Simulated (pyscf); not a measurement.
`[CH2][SiH2][CH3]`, doublet

Gas-phase minimum from PySCF at ωB97X-D3(BJ)/def2-SVP, one conformer. •H₂C–SiH₂–CH₃ lies 9.5 kcal/mol over its isomer H₃C–SiH•–CH₃ (electronic energy, ωB97M-D3(BJ)/def2-TZVP). 

```
Si
H 1 1.4969
H 1 1.4997 2 106.59
C 1 1.8567 2 109.45 3 -119.06
H 4 1.0966 1 122.80 2 43.50
H 4 1.0969 5 114.49 1 -177.82
C 1 1.8805 2 110.47 3 118.80
H 7 1.1015 1 111.07 2 -59.39
H 7 1.1016 8 108.12 1 -121.82
H 7 1.1020 8 107.96 9 -116.72
```
Charge 0, spin multiplicity 2.

Properties at ωB97X-D3(BJ)/def2-SVP:

| Property | Value |
|---|---|
| Harmonic wavenumbers, unscaled | 43, 169, 214, 460, 547, 618, 684, 704, 768, 833, 886, 931, 974, 1285, 1386, 1445, 1447, 2204, 2227, 3068, 3156, 3170, 3174, 3259 cm⁻¹ |
| Zero-point energy | 48.1 kcal/mol |
| Rotational symmetry number | 1 |
| Entropy of this conformer at 298 K and 1 atm, rigid rotor and harmonic oscillator, modes under 100 cm⁻¹ raised to 100 | 311.9 J/(mol K) |
| Dipole moment | 0.72 D |
| Spin expectation value S2 | 0.753 |

Single-point totals, which compare only within one level (frozen core for MP2 and CC):

| level | total energy (hartree) |
|---|---|
| ωB97X-D3(BJ)/def2-TZVP | -369.97908 |
| PBE/def2-TZVP | -369.62626 |
| r²SCAN/def2-TZVP | -369.82505 |
| B3LYP-D3(BJ)/def2-TZVP | -369.94397 |
| PBE0-D3(BJ)/def2-TZVP | -369.68137 |
| M06-2X/def2-TZVP | -369.82932 |
| ωB97M-D3(BJ)/def2-TZVP | -369.96003 |
| UHF/def2-TZVPP | -368.75424 |
| MP2/def2-TZVPP | -369.20642 |
| CCSD/def2-TZVPP | -369.25698 |
| CCSD(T)/def2-TZVPP | -369.27434 |

The lowest mode is so soft that the shape along it may change with the basis. Soft torsions are taken as harmonic, which can shift the entropy by several J/(mol K). The CCSD(T) − MP2 part came from Ansatz, without density fitting, on the same reference.
